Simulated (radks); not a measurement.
The potassium ion K2+, configuration [Ne] 3s2 3p5. Method: scalar-relativistic Kohn-Sham, SCAN, spin-polarised, spherical densities, finite nucleus; open shells are filled with parallel spins first; meta-GGA in the generalised Kohn-Sham scheme; Fermi nuclear charge, rms radius 3.4349 fm; computed with a radial shooting solver on a logarithmic mesh with Libxc functionals.

Unscreened Slater integrals over Kohn-Sham orbitals (cm^-1). They are taken over the spin-up orbitals.

| integral | value |
|---|---|
| F0(3p,3p) | 147070 |
| F2(3p,3p) | 74489 |
| F0(3p,3s) | 153210 |
| G1(3p,3s) | 102320 |
| F0(3p,2p) | 199600 |
| F2(3p,2p) | 36228 |
| G0(3p,2p) | 14313 |
| G2(3p,2p) | 14546 |
| F0(3s,3s) | 160220 |
| F0(3s,2p) | 212600 |
| G1(3s,2p) | 16361 |
| F0(2p,2p) | 574910 |
| F2(2p,2p) | 268290 |

Derived for the open shells (J is the average intra-shell exchange parameter used in DFT+U). 3p: J = F2/5 = 14900 cm^-1.
